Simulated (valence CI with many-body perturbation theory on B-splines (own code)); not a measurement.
## Basis-set convergence for Gd LI

Calculated by valence CI with perturbative core correlation (CI+MBPT): four valence electrons over a frozen Dirac-Fock core [Ne], a basis of 9 s, 9 p, 8 d, 6 f, 3 g, 1 h functions for each j, with the one-electron correlation potential Σ1 (screened to all orders), the two-electron term Σ2, the three-electron term Σ3, Breit, model QED; selected single and double excitations, second order for the rest, scaled by the run's own slope (own B-spline code, finite nucleus).

The last digits are not significant, and no measured levels were compared; by estimate large intervals hold to a few tenths of a per cent, small ones and those within an open d or f shell to about a per cent.

The reference run has the lowest level (3s^2 3p1/2^2) J=0 and an ionisation energy of 4579.75 eV. Its largest variational space holds 20000 state functions.

Levels are named by their leading jj configuration (3d3/2^4 stands for four electrons in 3d with j = 3/2), which in mixed levels can hold well under half, so a name can repeat and another be missing. Letters in brackets count levels of one name in rising energy.

Changed runs:
A. basis 6 s, 6 p, 5 d, 3 f, 1 g
B. basis 5 s, 5 p, 4 d, 2 f

Excitation energies of the reference run in cm⁻¹, and shifts in cm⁻¹:

```csv
Level,Reference,A,B
(3s^2 3p1/2 3p3/2) J=1,1379180,-98,-294
(3s^2 3p1/2 3p3/2) J=2,1443060,+17,+97
(3s 3p1/2^2 3p3/2) J=2,2455750,-117,-321
(3s 3p1/2^2 3p3/2) J=1,2649770,+16,+73
(3s^2 3p1/2 3d3/2) J=2,2856740,+183,+419
(3s^2 3p3/2^2) J=2,2869040,-58,-133
(3s^2 3p3/2^2) J=0,3007040,+49,+205
(3s^2 3p1/2 3d3/2) J=1,3136280,+422,+1377
(3s^2 3p1/2 3d5/2) J=2,3302590,+180,+452
(3s^2 3p1/2 3d5/2) J=3,3311030,+321,+894
(3s 3p1/2 3p3/2^2) J=2 [a],3807640,-141,-345
(3s 3p1/2 3p3/2^2) J=3,3916700,-46,-63
Ionisation energy (eV),4579.75,-0.033,-0.11
```
